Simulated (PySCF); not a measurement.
# One molecule, several mistakes: AlCGeH7Si

Calculated results; nothing here was measured. They come from PySCF 2.14.0, an open-source quantum chemistry program, on an isolated molecule that a program drew, which may never have been made. The molecule is AlCGeH7Si (charge 0, singlet), drawn as the SMILES string `C=[SiH][GeH2][AlH2]`.

Each row is a Hartree-Fock (HF) and frozen-core CCSD(T) single point in the cc-pV(D+d)Z basis, meant for a local HF minimum. Run 1 is clean. Each other run has one planted mistake out of seven kinds, and not every kind appears here: one electron removed, one electron added, multiplicity raised by two, geometry at a saddle point, minimal basis STO-3G, one bond length entered in bohr, all coordinates scaled. The reference is restricted for singlets and unrestricted otherwise, and also for a bond in bohr. Adding or removing an electron swaps singlet and doublet. Electrons count all cores. HOMO and LUMO are orbital energies over both spins, the gradient is its largest component, and the lowest frequency (negative if imaginary) is given only where the gradient is small. Bond lengths are over the 10 bonds as drawn. T1 is the CCSD diagnostic: over 0.02 (restricted) or 0.045 (unrestricted) a single reference is doubtful. Germanium has the cc-pVDZ-PP basis, with a core potential (ECP10MDF) in place of its 10 inner electrons, and its 3s, 3p and 3d shells are frozen in CCSD(T).

Geometry of the clean run:
```xyz
11
AlCGeH7Si, angstrom
C    -2.0639    1.3216   -0.1338
Si   -0.9072    1.7038   -1.3207
Ge    1.3970    1.0840   -1.0797
Al    1.4951   -0.8616    0.4924
H    -1.8047    0.8381    0.8029
H    -3.1146    1.5724   -0.2380
H    -1.3428    2.3766   -2.5619
H     2.1744    2.3206   -0.6016
H     1.9187    0.7478   -2.4863
H     1.6222   -2.3274   -0.0811
H     1.3857   -0.6242    2.0499
```

| run | electrons | basis functions | <S^2> | HOMO (eV) | LUMO (eV) | gradient (hartree/bohr) | lowest frequency (cm^-1) | mean bond (Å) | longest bond (Å) | T1 | HF (hartree) | CCSD(T) (hartree) | mistake |
|---|---|---|---|---|---|---|---|---|---|---|---|---|---|
| 1 | 72 | 118 | 0.000 | -8.43 | 0.62 | 5.0e-06 | 33 | 1.6483 | 2.503 | 0.0146 | -866.11531 | -866.59509 | no fault |
| 2 | 72 | 118 | 2.034 | -6.11 | 0.38 | 8.7e-02 | - | 1.6483 | 2.503 | 0.0145 | -866.05225 | -866.49309 | multiplicity raised by two |
| 3 | 72 | 118 | 0.000 | -8.55 | 0.68 | 1.6e-02 | - | 1.6170 | 2.456 | 0.0143 | -866.11167 | -866.58880 | all coordinates scaled |
| 4 | 73 | 118 | 1.016 | -0.52 | 5.92 | 2.3e-02 | - | 1.6483 | 2.503 | 0.0421 | -866.11452 | -866.60860 | ? |
| 5 | 71 | 118 | 0.756 | -14.14 | -6.00 | 5.4e-02 | - | 1.6483 | 2.503 | 0.0178 | -865.86158 | -866.29052 | ? |

**Which mistake was planted in run 4, and what did it cost?**

It counts 73 electrons, one more than the clean run, at the same geometry and basis. So the mistake is: one electron added. Subtracting run 1 and multiplying by 627.51 kcal/mol a hartree, the energy moved by 0.5 kcal/mol in HF and -8.5 kcal/mol in CCSD(T).

**Which mistake was planted in run 5, and what did it cost?**

It counts 71 electrons, one fewer than the clean run, at the same geometry and basis. So the mistake is: one electron removed. Subtracting run 1 and multiplying by 627.51 kcal/mol a hartree, the energy moved by 159.2 kcal/mol in HF and 191.1 kcal/mol in CCSD(T).

